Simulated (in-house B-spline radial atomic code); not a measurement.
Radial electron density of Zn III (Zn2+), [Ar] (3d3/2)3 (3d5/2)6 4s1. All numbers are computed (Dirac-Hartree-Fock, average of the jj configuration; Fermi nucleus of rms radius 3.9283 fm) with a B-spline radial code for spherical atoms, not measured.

Columns: r (bohr), 4πr²n(r) (electrons per bohr), bar.

```
  0.0022    1.138 #
 0.00269    1.637 ##
 0.00328    2.326 ##
   0.004    3.282 ###
 0.00488    4.589 #####
 0.00596    6.354 #######
 0.00727    8.658 #########
 0.00887     11.6 ############
  0.0108    15.18 ################
  0.0132    19.46 #####################
  0.0161    24.14 ##########################
  0.0197    28.93 ###############################
   0.024    33.04 ###################################
  0.0293     35.9 ######################################
  0.0357     36.8 #######################################
  0.0436    35.55 ######################################
  0.0532    32.78 ###################################
  0.0649    30.05 ################################
  0.0792    29.34 ###############################
  0.0967    31.92 ##################################
   0.118    36.98 #######################################
   0.144     41.4 ############################################
   0.176    41.34 ############################################
   0.214    35.52 ######################################
   0.262    26.46 ############################
   0.319    20.14 #####################
    0.39     19.6 #####################
   0.475    22.83 ########################
    0.58    24.63 ##########################
   0.708    21.82 #######################
   0.864    15.62 #################
    1.05    9.344 ##########
    1.29      4.7 #####
    1.57    2.336 ##
    1.92     1.21 #
    2.34     0.66 #
    2.85   0.3264 
    3.48   0.1237 
    4.25  0.03181 
    5.18 0.005081 
    6.32 0.0004383 
    7.72 1.764e-05
```

On this grid the curve has 3 maxima, near 0.0357, 0.144, 0.58 bohr.

The 3d3/2 radial function P(r) = rR(r), positive near the nucleus, with its small component Q(r) (sign convention: Q ≈ (P' + κP/r)/2c):

| r (bohr) | P | Q |
| --- | --- | --- |
| 0.0161 | 0.001208 | 0.00125 |
| 0.024 | 0.003623 | 0.002525 |
| 0.0357 | 0.0105 | 0.004878 |
| 0.0532 | 0.02925 | 0.008909 |
| 0.0792 | 0.07606 | 0.01495 |
| 0.118 | 0.1805 | 0.02236 |
| 0.176 | 0.3782 | 0.02864 |
| 0.262 | 0.6707 | 0.02986 |
| 0.39 | 0.9682 | 0.02377 |
| 0.58 | 1.089 | 0.01337 |
| 0.864 | 0.9259 | 0.004802 |
| 1.29 | 0.5798 | 0.000672 |
| 1.92 | 0.2515 | -0.0003234 |
| 2.85 | 0.06498 | -0.0001905 |
| 4.25 | 0.007341 | -3.028e-05 |
